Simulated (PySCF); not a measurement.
C₆H₁₁O, SMILES [CH2]C(=O)CC(C)C, doublet, GFN2-xTB optimised geometry.

```
18

C      1.30     1.70    -0.64
C      0.84     0.41    -0.94
O      1.61    -0.56    -1.05
C     -0.65     0.23    -1.16
C     -1.27    -0.58     0.00
C     -0.75    -2.01     0.00
C     -1.01     0.10     1.34
H      2.36     1.90    -0.62
H      0.63     2.54    -0.60
H     -0.80    -0.33    -2.09
H     -1.14     1.20    -1.24
H     -2.36    -0.59    -0.17
H     -1.10    -2.54     0.88
H     -1.09    -2.54    -0.89
H      0.34    -2.01     0.00
H      0.05     0.07     1.58
H     -1.33     1.14     1.32
H     -1.55    -0.41     2.13
```

Density from PySCF with unrestricted PBE0/def2-SVP at that geometry.

Minimum of the electron density along straight lines between bonded atoms, close to the bond critical point (lines longer than 1.1 times the sum of covalent radii, or with two minima, are not listed):

| bond | length / Å | ρ at the minimum / e bohr⁻³ | ∇²ρ there / e bohr⁻⁵ | position (fraction from the first atom) |
|---|---|---|---|---|
| C1–C2 | 1.408 | 0.306 | … | 0.51 |
| C2–O3 | 1.236 | … | 0.19 | 0.33 |
| C2–C4 | 1.521 | 0.253 | -0.60 | 0.51 |
| C4–C5 | 1.543 | 0.235 | … | 0.51 |
| C5–C6 | 1.523 | 0.246 | -0.56 | 0.51 |
| C5–C7 | 1.527 | 0.244 | -0.56 | 0.50 |
| C1–H8 | 1.077 | 0.286 | -1.12 | 0.65 |
| C1–H9 | 1.074 | 0.287 | -1.12 | 0.64 |
| C4–H10 | 1.091 | 0.275 | -1.00 | 0.63 |
| C4–H11 | 1.090 | 0.277 | -1.00 | 0.62 |
| C5–H12 | 1.097 | 0.275 | -0.98 | 0.62 |
| C6–H13 | 1.088 | 0.275 | -1.00 | 0.62 |
| C6–H14 | 1.088 | 0.275 | -1.00 | 0.62 |
| C6–H15 | 1.090 | 0.278 | -1.04 | 0.64 |
| C7–H16 | 1.088 | 0.276 | -1.01 | 0.62 |
| C7–H17 | 1.088 | 0.275 | -1.00 | 0.62 |
| C7–H18 | 1.088 | 0.276 | -1.01 | 0.62 |

### Question
Some entries are withheld; supply them.

### Answer

- C1–C2, ∇²ρ there / e bohr⁻⁵: -0.81
- C2–O3, ρ at the minimum / e bohr⁻³: 0.387
- C4–C5, ∇²ρ there / e bohr⁻⁵: -0.52
